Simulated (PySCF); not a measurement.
Working out the ionisation energy of Ar⁺

Ar⁺ [Ne] 3s2 3p5 (2P) → Ar²⁺ [Ne] 3s2 3p4 (3P). All numbers are calculated (PySCF 2.14, the spin-free X2C one-electron Hamiltonian (Gaussian nucleus), in cc-pVTZ-DK). Frozen: [Ne]. Energies in hartree (1 hartree = 27.21139 eV):

| part | Ar⁺ (lower) | Ar²⁺ (upper) |
| --- | --- | --- |
| UHF | -528.086487 | -527.117724 |
| CCSD correlation | -0.189325 | -0.154997 |
| (T) | -0.004998 | -0.003850 |

What does Hartree-Fock give?

(-527.117724) − (-528.086487) = 0.968763 hartree = 26.361 eV.

What do CCSD and CCSD(T) give?

The CCSD correlation energies differ by 0.034328 hartree = 0.934 eV and the triples by 0.001148 hartree = 0.031 eV, so CCSD gives 27.295 eV and CCSD(T) 27.326 eV.

Reference: 27.630 eV (measured; NIST Atomic Spectra Database, ionization energies), between the lowest levels; spin-orbit coupling is absent from the calculation.

What remains against the reference includes basis incompleteness, the frozen core and higher excitations.
